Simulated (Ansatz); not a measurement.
Reaction (ligand exchange at the Si–C bond): `OC([SiH3])S` + `C=C=C(O)Cl` → `C=C=C(Cl)O[SiH3]` + `OCS`

Isolated molecules relaxed with PBE0-D4/def2-TZVP in Ansatz; ΔE leaves out vibrations. CCSD(T)/CBS adds triple-zeta CCSD(T) − MP2 to the extrapolated MP2 energy (def2 sets, frozen cores). Functionals use def2-TZVPP. B3LYP here is the variant with VWN-RPA as its local correlation; programs differ in this. HSE06 is defined as in plane-wave codes. Each species was taken in one conformer, which may not be the lowest.

`OC([SiH3])S`:

Z-matrix (Å, degrees):
```
C
Si 1 1.905
S 1 1.793 2 107.2
O 1 1.419 2 112.4 3 120.8
H 1 1.097 2 109.0 3 -116.0
H 2 1.485 1 110.6 3 75.2
H 2 1.484 1 110.0 3 -47.3
H 2 1.490 1 106.7 3 -165.9
H 3 1.345 1 97.6 2 -162.5
H 4 0.963 1 108.2 2 56.1
```

`C=C=C(O)Cl`:

Cartesian coordinates in Å:
```
C -1.513 -0.677 0.483
C -0.394 -0.130 0.116
C 0.705 0.433 -0.292
O 1.801 -0.238 -0.703
Cl 0.823 2.167 -0.402
H -1.739 -0.865 1.529
H -2.266 -0.972 -0.244
H 2.584 0.282 -0.487
```

`C=C=C(Cl)O[SiH3]`:

```xyz
11

C    -0.195   -1.226   -2.509
C     0.125   -0.591   -1.422
C     0.469    0.043   -0.338
Cl    1.511    1.439   -0.444
O     0.103   -0.309    0.901
Si   -0.251    0.718    2.168
H    -1.074   -0.955   -3.088
H     0.404   -2.054   -2.879
H    -1.158    1.800    1.712
H    -0.920   -0.160    3.152
H     0.985    1.295    2.747
```

`OCS`:

Z-matrix (Å, degrees):
```
C
S 1 1.793
O 1 1.405 2 110.6
H 1 1.095 2 109.2 3 123.4
H 1 1.097 2 104.5 3 -120.8
H 2 1.343 1 96.4 3 -70.0
H 3 0.962 1 108.1 2 177.5
```

```json
{"level": "revPBE-D4", "ΔE (kJ/mol)": "-86.6", "difference from CCSD(T)/CBS": "15.8"}
{"level": "BLYP-D4", "ΔE (kJ/mol)": "-99.3", "difference from CCSD(T)/CBS": "3.1"}
{"level": "r2SCAN-D4", "ΔE (kJ/mol)": "-98.7", "difference from CCSD(T)/CBS": "3.7"}
{"level": "B97M-V", "ΔE (kJ/mol)": "-103.2", "difference from CCSD(T)/CBS": "-0.8"}
{"level": "PBE0-D4", "ΔE (kJ/mol)": "-93.5", "difference from CCSD(T)/CBS": "8.9"}
{"level": "B3LYP-D4", "ΔE (kJ/mol)": "-104.3", "difference from CCSD(T)/CBS": "-1.9"}
{"level": "r2SCANh-D4", "ΔE (kJ/mol)": "-100.1", "difference from CCSD(T)/CBS": "2.3"}
{"level": "r2SCAN0-D4", "ΔE (kJ/mol)": "-102.1", "difference from CCSD(T)/CBS": "0.3"}
{"level": "HSE06-D4", "ΔE (kJ/mol)": "-93.3", "difference from CCSD(T)/CBS": "9.1"}
{"level": "BHLYP-D4", "ΔE (kJ/mol)": "-112.7", "difference from CCSD(T)/CBS": "-10.3"}
{"level": "CAM-B3LYP-D4", "ΔE (kJ/mol)": "-107.6", "difference from CCSD(T)/CBS": "-5.2"}
{"level": "ωB97X-V", "ΔE (kJ/mol)": "-101.4", "difference from CCSD(T)/CBS": "1.0"}
{"level": "ωB97M-V", "ΔE (kJ/mol)": "-100.2", "difference from CCSD(T)/CBS": "2.2"}
{"level": "B2PLYP", "ΔE (kJ/mol)": "-106.6", "difference from CCSD(T)/CBS": "-4.2"}
{"level": "PBE-QIDH", "ΔE (kJ/mol)": "-101.4", "difference from CCSD(T)/CBS": "1.0"}
{"level": "PBE", "ΔE (kJ/mol)": "-86.9", "difference from CCSD(T)/CBS": "15.5"}
{"level": "revPBE", "ΔE (kJ/mol)": "-87.2", "difference from CCSD(T)/CBS": "15.2"}
{"level": "BLYP", "ΔE (kJ/mol)": "-100.2", "difference from CCSD(T)/CBS": "2.2"}
{"level": "PBE0", "ΔE (kJ/mol)": "-93.6", "difference from CCSD(T)/CBS": "8.8"}
{"level": "B3LYP", "ΔE (kJ/mol)": "-104.9", "difference from CCSD(T)/CBS": "-2.5"}
{"level": "r2SCANh", "ΔE (kJ/mol)": "-99.9", "difference from CCSD(T)/CBS": "2.5"}
{"level": "r2SCAN0", "ΔE (kJ/mol)": "-101.9", "difference from CCSD(T)/CBS": "0.5"}
{"level": "HSE06", "ΔE (kJ/mol)": "-93.3", "difference from CCSD(T)/CBS": "9.1"}
{"level": "BHLYP", "ΔE (kJ/mol)": "-113.3", "difference from CCSD(T)/CBS": "-10.9"}
{"level": "CAM-B3LYP", "ΔE (kJ/mol)": "-107.6", "difference from CCSD(T)/CBS": "-5.2"}
{"level": "LC-ωPBE", "ΔE (kJ/mol)": "-97.8", "difference from CCSD(T)/CBS": "4.6"}
{"level": "RPA@PBE/def2-TZVPP", "ΔE (kJ/mol)": "-103.5", "difference from CCSD(T)/CBS": "-1.1"}
{"level": "HF/def2-SVP", "ΔE (kJ/mol)": "-115.8", "difference from CCSD(T)/CBS": "-13.4"}
{"level": "MP2/def2-SVP", "ΔE (kJ/mol)": "-101.5", "difference from CCSD(T)/CBS": "0.9"}
{"level": "CCSD/def2-SVP", "ΔE (kJ/mol)": "-101.1", "difference from CCSD(T)/CBS": "1.3"}
{"level": "HF/def2-TZVPP", "ΔE (kJ/mol)": "-124.7", "difference from CCSD(T)/CBS": "-22.3"}
{"level": "MP2/def2-TZVPP", "ΔE (kJ/mol)": "-106.2", "difference from CCSD(T)/CBS": "-3.8"}
{"level": "SCS-MP2/def2-TZVPP", "ΔE (kJ/mol)": "-110.0", "difference from CCSD(T)/CBS": "-7.6"}
{"level": "CCSD/def2-TZVPP", "ΔE (kJ/mol)": "-106.4", "difference from CCSD(T)/CBS": "-4.0"}
{"level": "CCSD(T)/def2-TZVPP", "ΔE (kJ/mol)": "-103.2", "difference from CCSD(T)/CBS": "-0.8"}
{"level": "HF/def2-QZVPP", "ΔE (kJ/mol)": "-126.0", "difference from CCSD(T)/CBS": "-23.6"}
{"level": "MP2/def2-QZVPP", "ΔE (kJ/mol)": "-106.2", "difference from CCSD(T)/CBS": "-3.8"}
{"level": "SCS-MP2/def2-QZVPP", "ΔE (kJ/mol)": "-109.8", "difference from CCSD(T)/CBS": "-7.4"}
{"level": "MP2/CBS(def2)", "ΔE (kJ/mol)": "-105.4", "difference from CCSD(T)/CBS": "-3.0"}
{"level": "CCSD/CBS(def2)", "ΔE (kJ/mol)": "-105.6", "difference from CCSD(T)/CBS": "-3.2"}
{"level": "CCSD(T)/CBS", "ΔE (kJ/mol)": "-102.4", "difference from CCSD(T)/CBS": "0"}
```

Largest T1 diagnostic among the species: 0.012.

Leaving LDA and LC-ωPBE aside and taking each functional with its dispersion term where it has one, the values spread over 26.1 kJ/mol, from BHLYP-D4 to revPBE-D4. From BLYP to BHLYP (50 % exact exchange), in def2-TZVPP and without D4, ΔE moves by −13.2 kJ/mol.
